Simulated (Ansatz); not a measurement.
Consider the ligand exchange at a Te–C bond: `NC([TeH])[SiH2]F` + `N[AsH2]` → `N[AsH][TeH]` + `NC[SiH2]F`.

Isolated molecules relaxed with PBE0-D4/def2-TZVP in Ansatz; ΔE leaves out vibrations. CBS: MP2 limit from def2 TZ/QZ plus the TZ coupled-cluster correction, frozen cores. DFT in def2-TZVPP. B3LYP here is the variant with VWN-RPA as its local correlation; programs differ in this. Elements past krypton have def2 core potentials. For As, Te outer-core shells are correlated without core-valence functions, which leaves a few kJ/mol of doubt a bond. Scalar relativity is left out up to krypton. One conformer a species, not always the lowest.

Question: Is it downhill or uphill in electronic energy at CCSD(T)/CBS, and by how much? (Estimate.)

Answer: The calculation gave: Downhill: ΔE = -79.1 kJ/mol.

Question: What do these levels give: B3LYP-D4, B2PLYP, B3LYP, HF/def2-QZVPP, MP2/def2-QZVPP, SCS-MP2/def2-QZVPP? (An estimate is asked.)

Answer: Ansatz gave: B3LYP-D4 -83.6, B2PLYP -84.7, B3LYP -89.9, HF/def2-QZVPP -101.8, MP2/def2-QZVPP -77.4, SCS-MP2/def2-QZVPP -79.8 kJ/mol.

Largest T1 diagnostic among the species: 0.012.

In def2-TZVPP, CCSD(T) changes the Hartree–Fock value by +26.4 kJ/mol (the triples alone add +4.4 kJ/mol) and MP2 by +26.5 kJ/mol. From PBE to PBE0 (25 % exact exchange), in def2-TZVPP and without D4, ΔE moves by −4.7 kJ/mol. The D4 term adds +6.3 kJ/mol with B3LYP and +3.3 kJ/mol with PBE0; it sums over pairs of atoms, weighted by their polarisabilities, and B3LYP, whose exchange is more repulsive, gets the larger term.
